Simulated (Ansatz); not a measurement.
Geometry optimisation, RKS B3LYP-D4/def2-SVP in Ansatz.

Input:

```yaml
crystal:
  periodic: [false, false, false]
  atoms:
    - { symbol: Si, position_ang: [0.4089, 0.6801, 0.6518] }
    - { symbol: "N", position_ang: [1.3245, -1.1903, 0.2304] }
    - { symbol: O, position_ang: [-0.3264, 0.7097, -0.795] }
    - { symbol: Si, position_ang: [-0.54, 1.063, -2.3448] }
    - { symbol: H, position_ang: [1.7629, 1.2459, 0.6358] }
    - { symbol: H, position_ang: [-0.2932, 1.7568, 1.3892] }
    - { symbol: H, position_ang: [0.2088, -1.3288, 0.9577] }
    - { symbol: C, position_ang: [-0.8238, -0.7648, 1.7147] }
    - { symbol: H, position_ang: [1.3433, -1.5169, -0.7244] }
    - { symbol: H, position_ang: [2.1963, -1.4286, 0.6843] }
    - { symbol: H, position_ang: [-1.1352, 2.3958, -2.4344] }
    - { symbol: H, position_ang: [0.7466, 1.0254, -3.042] }
    - { symbol: H, position_ang: [-1.4387, 0.0194, -2.8412] }
    - { symbol: H, position_ang: [-1.7326, -0.175, 1.6157] }
    - { symbol: H, position_ang: [-1.1967, -1.7879, 1.5512] }
    - { symbol: H, position_ang: [-0.5045, -0.7037, 2.751] }
basis:
  gaussian: { orbitals: def2-SVP }
hamiltonian:
  xc: b3lyp
  dispersion: d4
relax:
  f_tol: 0.15
  max_steps: 25
  restrain:
    - { distance: [0, 7], at: 1.87, k: 30.0 }
    - { distance: [6, 1], at: 1.02, k: 30.0 }
    - { distance: [0, 1], at: 3.12, k: 30.0 }
    - { distance: [6, 7], at: 2.37, k: 30.0 }
output:
  orbitals: {}
```

Run as:

```bash
$ ansatz run input.yaml --threads 4 --pin off --max-ram 5120MiB --backend cpu --events-out ev --progress --plain --runs-dir out
```

Problem. Where does it end, and by what steps?

Solution. The forces met the threshold. The restraints hold the end off the free minimum. After 11 steps the energy has fallen by 2.654 eV (the restraints' own energy left out); H7 moved furthest, 0.89 Å. Joined: N2–H7 (1.34 → 1.02 Å).

| step | energy less start (eV) | largest force component (eV/Å) | accepted |
| --- | --- | --- | --- |
| 0 | 0.0000 | 2.046 | yes |
| 1 | -0.3550 | 3.571 | yes |
| 2 | -0.5178 | 4.474 | yes |
| 3 | -1.0014 | 3.206 | yes |
| 4 | -1.8105 | 2.960 | yes |
| 5 | -2.3533 | 1.599 | yes |
| 6 | -2.5250 | 0.882 | yes |
| 7 | -2.5906 | 0.838 | yes |
| 8 | -2.6314 | 0.347 | yes |
| 9 | -2.6461 | 0.407 | yes |
| 10 | -2.6509 | 0.330 | yes |
| 11 | -2.6539 | 0.298 | yes |

```xyz
16
Properties=species:S:1:pos:R:3
Si -0.005 0.794 0.748
N 1.484 -1.902 0.196
O -0.265 0.449 -0.868
Si -0.492 1.090 -2.383
H 1.452 0.900 1.034
H -0.600 2.138 1.032
H 0.945 -1.815 1.056
C -0.870 -0.481 1.814
H 0.924 -1.482 -0.545
H 2.313 -1.318 0.306
H -1.094 2.454 -2.293
H 0.816 1.185 -3.095
H -1.404 0.195 -3.146
H -1.886 -0.128 2.055
H -0.977 -1.456 1.320
H -0.340 -0.622 2.770
```

Time of the run: 51 s on 4 threads of Arm Neoverse N1 (shared host), peak memory 0.34 GiB.
